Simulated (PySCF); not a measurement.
## Nuclear quadrupole coupling in `C#CCc1ccncc1`

Species: C8H7N.
Cartesian coordinates in Å at the GFN2-xTB level; atoms count from 1:
```
atom  x, y, z in Å
C1     3.152    0.608   -0.374
C2     2.307   -0.078    0.120
C3     1.247   -0.888    0.695
C4    -0.087   -0.344    0.254
C5    -0.706   -0.806   -0.901
C6    -1.919   -0.250   -1.275
N7    -2.525    0.706   -0.591
C8    -1.933    1.149    0.504
C9    -0.722    0.664    0.970
H10    3.908    1.199   -0.798
H11    1.367   -1.921    0.359
H12    1.328   -0.857    1.785
H13   -0.252   -1.584   -1.497
H14   -2.434   -0.584   -2.166
H15   -2.459    1.933    1.034
H16   -0.279    1.063    1.870
```

Field gradients from the PBE0/pcSseg-1 density (PySCF, non-relativistic), principal values in atomic units, ordered |Vxx| ≤ |Vyy| ≤ |Vzz|:

```csv
atom,Vxx,Vyy,Vzz
N7,0.3517,0.7866,-1.1383
```

Question: Find the asymmetry η = (Vxx − Vyy)/Vzz and the couplings χ = eQV/h (234.96 MHz × Q in barn × V in au), with Q(14N) = 0.02044 b.

Answer: 
```csv
atom,environment,nucleus,η,χzz (MHz),χxx (MHz),χyy (MHz)
N7,pyridine-type nitrogen,14N,0.38,-5.47,1.69,3.78
```

The tensor is traceless: Vxx + Vyy + Vzz = 0.

Question: What is Vzz at N7 in SI units (1 au = 9.71736 × 10²¹ V/m²)?

Answer: -1.1383 au = -11.061 × 10²¹ V/m².

Question: What couplings would deuterons (Q(2H) = 0.00286 b) have in place of the hydrogens, at this geometry?

Answer: 
```json
{"atom": "H10", "bonded to": "C1", "bond length (Å)": "1.049", "Vzz (au)": "0.3975", "η": "0.00", "χzz (kHz)": "267"}
{"atom": "H11", "bonded to": "C3", "bond length (Å)": "1.093", "Vzz (au)": "0.2976", "η": "0.02", "χzz (kHz)": "200"}
{"atom": "H12", "bonded to": "C3", "bond length (Å)": "1.094", "Vzz (au)": "0.2973", "η": "0.02", "χzz (kHz)": "200"}
{"atom": "H13", "bonded to": "C5", "bond length (Å)": "1.080", "Vzz (au)": "0.3264", "η": "0.07", "χzz (kHz)": "219"}
{"atom": "H14", "bonded to": "C6", "bond length (Å)": "1.082", "Vzz (au)": "0.3188", "η": "0.06", "χzz (kHz)": "214"}
{"atom": "H15", "bonded to": "C8", "bond length (Å)": "1.082", "Vzz (au)": "0.3188", "η": "0.06", "χzz (kHz)": "214"}
{"atom": "H16", "bonded to": "C9", "bond length (Å)": "1.080", "Vzz (au)": "0.3261", "η": "0.07", "χzz (kHz)": "219"}
```

One conformer (not necessarily the lowest) at the GFN2-xTB geometry, without solvent, vibrations or thermal averaging. GFN2-xTB bond lengths can be off by several hundredths of an ångström, more for odd bonds, and the gradients follow them. The basis is small and wasn't made for field gradients, so the couplings can be 20 % off.

These values come from a run that also computed NMR shieldings. On one thread, Arm Neoverse N1, on a shared host, this took 49 s.
